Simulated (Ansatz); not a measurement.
Saddle point of MgH₃ClO₃, singlet (MgH₃ClO₃ ([OH][OH][Mg]([OH])[Cl]) → MgH₃ClO₃ ([OH2][Mg]1([Cl])[O][OH]1); bonds formed: Mg1–O5, O2–H4; bonds broken: H4–O5; bonds weakened to dative contacts: Mg1–O2), PBE0-D4/def2-TZVP structure:

| atom | x (Å) | y (Å) | z (Å) |
| --- | --- | --- | --- |
| Mg1 | -0.6506 | 0.1680 | -0.7058 |
| O2 | 1.1873 | -0.2394 | -0.9869 |
| Cl3 | -2.6302 | 0.5847 | -1.5461 |
| H4 | 1.1487 | 0.2009 | 0.2012 |
| O5 | 0.4852 | 0.7121 | 1.0184 |
| O6 | -0.3993 | -0.4207 | 1.2800 |
| H7 | 1.7913 | -0.9197 | -1.2723 |
| H8 | -0.9322 | -0.0858 | 2.0114 |

Energies are electronic, without zero-point energy. Barriers and step energies count from the start structure reached by relaxing down the imaginary mode; all methods use the PBE0-D4 structures, on which another method's saddle can fall below an end. Computed with Ansatz 0.2.0 (basis: def2-TZVPP, with def2-QZVPP for the basis limit); correlated methods freeze the cores. The outer core shell of Li, Na, Mg and K is correlated. The def2 sets are not built for correlating such inner shells, so the correlated values are less sure here. B3LYP uses VWN-RPA correlation. Extrapolation: Hartree–Fock as exp(−7.88 √X), correlation as X^−2.97.

```tsv
method	barrier (eV)	step energy (eV)
SPW92	0.030	0.151
PBE-D4	0.111	-0.023
BLYP-D4	0.178	-0.059
r2SCAN-D4	0.117	-0.076
B97M-V	0.213	-0.145
PBE0-D4	0.185	-0.040
B3LYP-D4	0.229	-0.065
r2SCAN0-D4	0.184	-0.075
BHLYP-D4	0.314	-0.094
CAM-B3LYP-D4	?	-0.039
wB97X-V	?	-0.078
wB97M-V	0.222	-0.085
B2PLYP	0.215	-0.090
PBE-QIDH	0.205	-0.069
RPA on PBE	?	-0.158
HF	0.486	-0.231
MP2	0.170	-0.074
CCSD	0.246	-0.134
CCSD(T)	0.196	-0.126
```

Fill in the withheld barriers. (An estimate is asked for; the value comes from the calculation.)

By the calculation: CAM-B3LYP-D4 0.234; wB97X-V 0.218; RPA on PBE 0.166 eV. Each is the energy of the saddle less that of the start structure, by the same method.

For comparison, the barrier by CCSD(T) at an estimated basis limit (MP2 extrapolated from triple and quadruple zeta, plus CCSD(T) − MP2 in triple zeta) is 0.198 eV.

T1 diagnostic: at most 0.012.

Labels in which every atom is bracketed show which atoms are joined, not bond orders.

For scale, one of the runs: CCSD(T)/def2-TZVPP, 209 basis functions, launched by `ansatz run in.yaml --threads 4 --pin off --events-out ev --progress --plain --max-ram 9574MiB`. The run took 2.3 min on 4 CPU threads of a Oxide Virtual Turin-like (shared host), with 3.3 GiB of host memory at its peak.
